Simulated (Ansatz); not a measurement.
Reactions of BClH$_{2}$S$_{2}$ (`SB(S)Cl`).

Calculated with Ansatz (gas phase, PBE0-D4/def2-TZVP geometries, no zero-point term in ΔE). CBS: MP2 limit from def2 TZ/QZ plus the TZ coupled-cluster correction, frozen cores. This one scheme is used for every species, atoms too. Open shells (•) are unrestricted, without spin–orbit coupling. Spin–orbit coupling would lower the free atoms: a little for B, Cl, S. Bonds to Br are less sure, by a few kJ/mol each and by 10 to 20 or more in all where they break to atoms, as the def2 sets lack core-valence functions. Scalar relativity is left out up to krypton. One conformer a species, not always the lowest.

(1) Order these by ΔE at CCSD(T)/CBS, lowest first. (Best estimate.)
A. `SB(S)Cl` + HCl → `SB(Cl)Cl` + H₂S
B. `SB(S)Cl` + HBr → `SB(S)Br` + HCl
C. `SB(S)Cl` → B• + Cl• + 2 H• + 2 S•
D. `SB(S)Cl` + `O[SiH3]` → `[SiH3]OB(S)Cl` + H₂S
E. `SB(S)Cl` + NH₃ → `NB(S)Cl` + H₂S
F. `SB(S)Cl` → `S[B]S`• + Cl•

Largest T1 diagnostic: 0.017, for `S[B]S`•.

Answers

(1) D (-13.5 kcal/mol), E (-9.7 kcal/mol), A (-2.4 kcal/mol), B (+0.8 kcal/mol), F (+120.0 kcal/mol), C (+471.8 kcal/mol).
